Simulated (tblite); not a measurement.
Isomers of C11H7N. Method: GFN2-xTB as coded in tblite; computed harmonic values from a numerical Hessian at the method's own geometry, unscaled. Errors from tens to a few hundred cm⁻¹ against measured bands are possible. One conformer each.

Electronic energies: GFN2-xTB at the same geometries; isomer energies are rough at this level and their order can be wrong.

```tsv
SMILES	electronic energy, lowest = 0 (kcal/mol)
N#Cc1cccc2ccccc12	0.0
C#CC(=C)C#Cc1ccncc1	79.9
C#C[C@]12[C@@H]3[C@H]4[C@@H]5[C@H]([C@H]41)[C@@]2(C#N)[C@@H]53	99.1
```

Task: How do GFN2-xTB zero-point energies change the relative energies?

Result: 
| SMILES | ZPE (kcal/mol) | of it from modes above 1550 cm⁻¹ | electronic (kcal/mol) | with ZPE, lowest = 0 (kcal/mol) | lowest mode (cm⁻¹) | rings |
| --- | --- | --- | --- | --- | --- | --- |
| N#Cc1cccc2ccccc12 | 88.8 | 41.1 | 0.0 | 0.0 | 92 | 2 |
| C#CC(=C)C#Cc1ccncc1 | 85.1 | 42.5 | 79.9 | 76.2 | 16 | 1 |
| C#C[C@]12[C@@H]3[C@H]4[C@@H]5[C@H]([C@H]41)[C@@]2(C#N)[C@@H]53 | 88.4 | 37.6 | 99.1 | 98.8 | 81 | 6 |

The zero-point energies span 3.7 kcal/mol, from `C#CC(=C)C#Cc1ccncc1` to `N#Cc1cccc2ccccc12`. The order is unchanged.
